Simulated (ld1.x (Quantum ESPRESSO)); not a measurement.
## Configuration tests for La (Z = 57) (TM)

```
Element                 : La
Generator               : ld1.x (Quantum ESPRESSO) 7.5
Type                    : norm-conserving Troullier–Martins (Kleinman–Bylander form)
Functional              : PBE
Relativity              : fully relativistic
Frozen core             : [Kr] 4d10
Valence charge          : 11
Reference configuration : 4f0 5s2 5p6 5d1 6s0 6p0 (charge +2)
Partial waves           : 5p (bound): rc 2.70 bohr; 5d (bound): rc 3.10 bohr; 4f (bound, empty): rc 1.10 bohr; 5s (bound): rc 1.95 bohr
Local potential         : the s channel
Core correction         : a·sin(br)/r model core, default radius (core density twice the valence density)
```

Open shells are filled in proportion to 2j + 1 (rel_dist='average').

Energies are relative to the spin-unpolarised reference configuration 4f0 5s2 5p6 5d1 6s0 6p0; without spin polarisation the order of configurations can differ from experiment. Not all tests gave a result: 2 of 7 tests not solved or not reliable. Left out of the table: 4f1 5s2 5p6 5d1 6s0 6p0 (solver errors, printed error -198 meV); 4f1 5s2 5p6 5d0 6s2 6p0 (solver errors, printed error -39.0 eV).

```
      valence configuration  charge  ΔE all-electron (eV)  error AE − PS (meV)
    4f0 5s2 5p6 5d1 6s2 6p0       0               -16.852                 +287
    4f0 5s2 5p6 5d1 6s1 6p0      +1               -10.886                 +199
4f0 5s2 5p6 5d1.5 6s1.5 6p0       0               -16.503                 +200
```

(1) What are ΔE and the potential's error for 4f0 5s2 5p6 5d0 6s2 6p0?

(2) What are ΔE and the potential's error for 4f0 5s2 5p6 5d0 6s0 6p0?

Levels in the configuration 4f0 5s2 5p6 5d1.5 6s1.5 6p0:

| level | all-electron (eV) | pseudo (eV) |
| --- | --- | --- |
| 5s j=1/2 | -38.041 | -37.874 |
| 5p j=1/2 | -23.350 | -23.193 |
| 5p j=3/2 | -20.865 | -20.715 |
| 5d j=3/2 | -2.697 | -2.601 |
| 5d j=5/2 | -2.521 | -2.427 |
| 6s j=1/2 | -3.392 | -3.459 |

A Bessel basis up to 400 Ry misses an occupied level by 0.30 Ry, so cutoffs and ghosts were not judged.

## Answers

(1) ΔE = -10.473 eV all-electron; the error (AE − PS) is +448 meV.

(2) ΔE = 18.938 eV all-electron; the error (AE − PS) is +1.7 meV.
